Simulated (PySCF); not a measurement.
Al2H2O, Al3H2O (calculated)

Computed with PySCF 2.14.0. Calculation on a computer-drawn molecule: the log of a Hartree-Fock and frozen-core CCSD(T) single point meant for a local Hartree-Fock minimum, with one planted fault or none, to be diagnosed. Offsets are logged minus clean, where the clean run is the same molecule without the fault. The reference is restricted for singlets and unrestricted otherwise, and also for a bond in bohr or an excited solution. Adding or removing an electron swaps singlet and doublet. The excited solution moves the top pair (singlet) or top alpha electron (doublet) to the lowest empty orbital. Highest occupied and lowest empty are orbital energies over both spins, largest force is the largest gradient component, triples share is (T) over the correlation energy, the T1 limit is 0.02 restricted and 0.045 unrestricted, electrons count all cores, a negative frequency is imaginary (commonest isotopes), and the dipole is about the centre of nuclear charge.

Common to all runs: meant multiplicity 1; meant basis cc-pV(D+d)Z; logged SCF converged yes; possible faults no fault, one electron removed, one electron added, multiplicity raised by two, geometry at a saddle point, SCF held on an excited solution, minimal basis STO-3G, one bond length entered in bohr, all coordinates scaled.

(1) 
```xyz
5
formula=Al2H2O meant_charge=0 logged_electrons=36 logged_basis_functions=70 logged_spin_squared=0 logged_highest_occupied=-10.376 logged_lowest_empty=-0.64115 logged_largest_force=9.85e-06 logged_lowest_frequency=146.89 logged_T1_diagnostic=0.033953 logged_D1_diagnostic=0.084946 logged_triples_share=0.038504 logged_CC_converged=yes logged_dipole_magnitude=6.6685 logged_SCF_stable_within_its_kind=yes logged_energy_HF=-559.83353 logged_energy_CCSD(T)=-560.1872 planted_fault=no_fault HF_energy_offset_from_clean_run=0 CCSD(T)_energy_offset_from_clean_run=0
O      2.8028     0.3787    -2.3481
Al     1.6022     1.1603    -1.6922
Al    -0.3845     2.4538    -0.6066
H     -0.1621     3.1604     0.7815
H     -1.7635     2.5005    -1.3629
```

Units: logged_highest_occupied, logged_lowest_empty in eV; logged_largest_force in hartree/bohr; logged_lowest_frequency in cm⁻¹; logged_dipole_magnitude in debye; logged_energy_HF, logged_energy_CCSD(T) in hartree; HF_energy_offset_from_clean_run, CCSD(T)_energy_offset_from_clean_run in kcal/mol.

Drawn bonds:
```csv
atom,other atom,order
1,2,2
2,3,1
3,4,1
3,5,1
```

Notes: T1 above single-reference limit.

(2) 
```xyz
6
formula=Al3H2O meant_charge=1 logged_electrons=48 logged_basis_functions=93 logged_spin_squared=2.0168 logged_highest_occupied=-10.665 logged_lowest_empty=-4.8888 logged_largest_force=0.11977 logged_T1_diagnostic=0.021689 logged_D1_diagnostic=0.071255 logged_triples_share=0.026843 logged_CC_converged=yes logged_dipole_magnitude=3.3531 logged_SCF_stable_within_its_kind=yes logged_energy_HF=-801.47441 logged_energy_CCSD(T)=-801.81242 planted_fault=multiplicity_raised_by_two HF_energy_offset_from_clean_run=8.067 CCSD(T)_energy_offset_from_clean_run=46.92
O      0.5810     3.6779     0.1496
Al     0.2252     2.3867    -0.6649
Al     0.1624     0.0434    -1.7671
Al     2.2495    -1.5829    -1.1479
H     -0.8041    -0.7073    -2.7351
H      3.4352    -2.5394    -0.8104
```

Units: logged_highest_occupied, logged_lowest_empty in eV; logged_largest_force in hartree/bohr; logged_dipole_magnitude in debye; logged_energy_HF, logged_energy_CCSD(T) in hartree; HF_energy_offset_from_clean_run, CCSD(T)_energy_offset_from_clean_run in kcal/mol.

Drawn bonds:
```csv
atom,other atom,order
1,2,2
2,3,1
3,4,1
3,5,1
4,6,1
```

(3) 
```xyz
6
formula=Al3H2O meant_charge=1 logged_electrons=48 logged_basis_functions=93 logged_spin_squared=0 logged_highest_occupied=-9.1397 logged_lowest_empty=-11.402 logged_largest_force=0.25561 logged_CC_converged=no logged_dipole_magnitude=5.024 logged_SCF_stable_within_its_kind=no logged_energy_HF=-801.08651 planted_fault=SCF_held_on_an_excited_solution HF_energy_offset_from_clean_run=251.5
O      0.5810     3.6779     0.1496
Al     0.2252     2.3867    -0.6649
Al     0.1624     0.0434    -1.7671
Al     2.2495    -1.5829    -1.1479
H     -0.8041    -0.7073    -2.7351
H      3.4352    -2.5394    -0.8104
```

Units: logged_highest_occupied, logged_lowest_empty in eV; logged_largest_force in hartree/bohr; logged_dipole_magnitude in debye; logged_energy_HF in hartree; HF_energy_offset_from_clean_run in kcal/mol.

Drawn bonds:
```csv
atom,other atom,order
1,2,2
2,3,1
3,4,1
3,5,1
4,6,1
```

Notes: CCSD not converged.

(4) 
```xyz
6
formula=Al3H2O meant_charge=1 logged_electrons=48 logged_basis_functions=93 logged_spin_squared=0 logged_highest_occupied=-13.557 logged_lowest_empty=-5.5878 logged_largest_force=0.070718 logged_T1_diagnostic=0.043037 logged_D1_diagnostic=0.10914 logged_triples_share=0.050472 logged_CC_converged=yes logged_dipole_magnitude=13.84 logged_SCF_stable_within_its_kind=yes logged_energy_HF=-801.4637 logged_energy_CCSD(T)=-801.87741 planted_fault=all_coordinates_scaled,by_+7.3_% HF_energy_offset_from_clean_run=14.78 CCSD(T)_energy_offset_from_clean_run=6.138
O      0.6234     3.9464     0.1605
Al     0.2416     2.5609    -0.7134
Al     0.1742     0.0466    -1.8961
Al     2.4137    -1.6985    -1.2317
H     -0.8628    -0.7589    -2.9348
H      3.6860    -2.7248    -0.8696
```

Units: logged_highest_occupied, logged_lowest_empty in eV; logged_largest_force in hartree/bohr; logged_dipole_magnitude in debye; logged_energy_HF, logged_energy_CCSD(T) in hartree; HF_energy_offset_from_clean_run, CCSD(T)_energy_offset_from_clean_run in kcal/mol.

Drawn bonds:
```csv
atom,other atom,order
1,2,2
2,3,1
3,4,1
3,5,1
4,6,1
```

Notes: T1 above single-reference limit.
